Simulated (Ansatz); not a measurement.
Ansatz (a program for electronic structure) input for CLiN, SMILES [Li][N][C] (connectivity only; charge and spin as stated), neutral, multiplicity 1, PBE-D3(BJ)/def2-TZVPD. 

Ansatz 0.2 input:
```yaml
crystal:
  periodic: [false, false, false]
  atoms:
    - {symbol: Li, position_ang: [-0.00438245, 1.82214033, -0.00000000]}
    - {symbol: C, position_ang: [-0.00319483, -1.04958555, -0.00000000]}
    - {symbol: N, position_ang: [0.00461662, 0.11872747, 0.00000000]}
basis:
  gaussian:
    orbitals: def2-TZVPD
hamiltonian:
  xc: pbe
  dispersion: d3bj
relax: {f_tol: 0.002, max_steps: 200}
```

Program output:

```
WARN ansatz: RAYON_NUM_THREADS=1 ignored (pool sized by the plan → 1); use --threads N
Functional definition: PBE
integrals: 0.02 GiB planned
518 factors; their error is unknown
mean field: 0.17 GiB planned
mean field evaluation 1: about -2720.2516 eV, gradient 6.4e1 eV
mean field evaluation 2: about -2663.9797 eV, gradient 1.4e2 eV
mean field evaluation 4: about -2728.3722 eV, gradient 1.1e1 eV
mean field evaluation 8: about -2728.6553 eV, gradient 1.4e-1 eV
mean field evaluation 16: about -2728.6523 eV, gradient 2.1e-5 eV
mean field -2728.65234082 eV, -100.2761239781 hartree, gradient 2.1e-5 eV, S^2 0.000000; 0 other end points of the search recorded, 0 dependent functions left out
the calculation of the forces begins
reference -2728.65240123 eV, -100.2761261982 hartree; 8, 8 occupied and 83, 83 virtual orbitals, 518 factors
relax step   1: F+E_penalty+E_count = -2728.69132802 eV  Δ(F+E_penalty+E_count) = +0.000e0 eV  max|allowed force component| = 1.536e0 eV/Å  Δτ_max = 0.0000 Å  (28 SCF iters, accepted)
these checks for a lower state are left out or cut short: starts, cluster_reference, orbital_swaps, neighbouring_geometries, increment
integrals: 0.02 GiB planned
518 factors; their error is unknown
mean field: 0.17 GiB planned
mean field -2728.68263011 eV, -100.2772370889 hartree, gradient 1.5e-5 eV, S^2 0.000000; 0 other end points of the search recorded, 0 dependent functions left out
the calculation of the forces begins
reference -2728.68269107 eV, -100.2772393293 hartree; 8, 8 occupied and 83, 83 virtual orbitals, 518 factors
relax step   2: F+E_penalty+E_count = -2728.72157176 eV  Δ(F+E_penalty+E_count) = -3.024e-2 eV  max|allowed force component| = 3.715e-1 eV/Å  Δτ_max = 0.0267 Å  (30 SCF iters, accepted)
these checks for a lower state are left out or cut short: starts, cluster_reference, orbital_swaps, neighbouring_geometries, increment
integrals: 0.02 GiB planned
518 factors; their error is unknown
mean field: 0.17 GiB planned
mean field evaluation 32: about -2728.6887 eV, gradient 1.5e-5 eV
mean field -2728.68868122 eV, -100.2774594632 hartree, gradient 1.5e-5 eV, S^2 0.000000; 0 other end points of the search recorded, 0 dependent functions left out
the calculation of the forces begins
reference -2728.68874219 eV, -100.2774617037 hartree; 8, 8 occupied and 83, 83 virtual orbitals, 518 factors
relax step   3: F+E_penalty+E_count = -2728.72756987 eV  Δ(F+E_penalty+E_count) = -5.998e-3 eV  max|allowed force component| = 5.061e-2 eV/Å  Δτ_max = 0.0202 Å  (30 SCF iters, accepted)
these checks for a lower state are left out or cut short: starts, cluster_reference, orbital_swaps, neighbouring_geometries, increment
integrals: 0.02 GiB planned
518 factors; their error is unknown
mean field: 0.17 GiB planned
mean field -2728.68874805 eV, -100.2774619191 hartree, gradient 9.4e-6 eV, S^2 0.000000; 0 other end points of the search recorded, 0 dependent functions left out
the calculation of the forces begins
reference -2728.68880901 eV, -100.2774641593 hartree; 8, 8 occupied and 83, 83 virtual orbitals, 518 factors
relax step   4: F+E_penalty+E_count = -2728.72763041 eV  Δ(F+E_penalty+E_count) = -6.054e-5 eV  max|allowed force component| = 2.970e-3 eV/Å  Δτ_max = 0.0021 Å  (22 SCF iters, accepted)
these checks for a lower state are left out or cut short: starts, cluster_reference, orbital_swaps, neighbouring_geometries, increment
integrals: 0.02 GiB planned
518 factors; their error is unknown
mean field: 0.17 GiB planned
mean field -2728.68875902 eV, -100.2774623222 hartree, gradient 1.5e-5 eV, S^2 0.000000; 0 other end points of the search recorded, 0 dependent functions left out
the calculation of the forces begins
reference -2728.68881998 eV, -100.2774645624 hartree; 8, 8 occupied and 83, 83 virtual orbitals, 518 factors
relax step   5: F+E_penalty+E_count = -2728.72764121 eV  Δ(F+E_penalty+E_count) = -1.080e-5 eV  max|allowed force component| = 4.125e-4 eV/Å  Δτ_max = 0.0042 Å  (30 SCF iters, accepted)
integrals: 0.02 GiB planned
518 factors; their error is unknown
mean field: 0.17 GiB planned
mean field evaluation 64: about -2728.6888 eV, gradient 6.7e-4 eV
mean field -2728.68875902 eV, -100.2774623222 hartree, gradient 3.5e-5 eV, S^2 0.000000; 1 other end points of the search recorded, 0 dependent functions left out
the calculation of the forces begins
reference -2728.68881998 eV, -100.2774645624 hartree; 8, 8 occupied and 83, 83 virtual orbitals, 518 factors
Total energy: -2728.72770217 eV, -100.2788934567 hartree
Atom 0 at    -0.002551     1.871260    -0.000000 Å, force     0.000165     0.000022     0.000000 eV/Å
Atom 1 at    -0.000260    -1.081235    -0.000000 Å, force     0.000247    -0.000002    -0.000000 eV/Å
Atom 2 at    -0.000149     0.101258     0.000000 Å, force    -0.000412    -0.000020    -0.000000 eV/Å
Dipole moment:    -0.001870     1.854031     0.000000 e Å
```

Self-consistency was reached.

Cost: about 5 core-seconds (a rough figure).
